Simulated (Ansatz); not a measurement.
Two isomers of C3H4BF: A = `BC1=CC1F`, B = `C#CB(C)F`.

Isolated molecules relaxed with PBE0-D4/def2-TZVP in Ansatz; ΔE leaves out vibrations. CBS: MP2 limit from def2 TZ/QZ plus the TZ coupled-cluster correction, frozen cores. Functionals use def2-TZVPP. B3LYP here is the variant with VWN-RPA as its local correlation; programs differ in this.

**Question.** Which isomer does CCSD(T)/CBS put lower? Give the gap. (An estimate is asked.)

**Answer.** Ansatz gave: B, by 79.7 kcal/mol.

**Question.** Give E(B) − E(A) in kcal/mol with MP2/def2-TZVPP, BLYP-D4, PBE0-D4, B3LYP, r2SCAN-D4, LDA (SPW92), CCSD(T)/def2-SVP. (An estimate is asked.)

**Answer.** The calculation gave: MP2/def2-TZVPP -80.9, BLYP-D4 -75.6, PBE0-D4 -71.3, B3LYP -76.7, r2SCAN-D4 -73.7, LDA (SPW92) -67.6, CCSD(T)/def2-SVP -79.7. None reverses the order clearly.

**Question.** Does the order hold for the free energy at 298.15 K (harmonic terms from PBE0-D4)? (An estimate is asked.)

**Answer.** The calculation gave: Yes: G(B) − G(A) = -79.3 kcal/mol. Modes under 60 cm⁻¹, often nearly free rotors, make the harmonic entropy too high.

Largest T1 diagnostic: 0.013.

From PBE to PBE0 (25 % exact exchange), in def2-TZVPP and without D4, E(B) − E(A) moves by −1.4 kcal/mol. Leaving LDA and LC-ωPBE aside and taking each functional with its dispersion term where it has one, the values, not all of them listed here, spread over 9.9 kcal/mol, from B2PLYP to revPBE-D4. LDA lies +2.4 kcal/mol from PBE without D4.
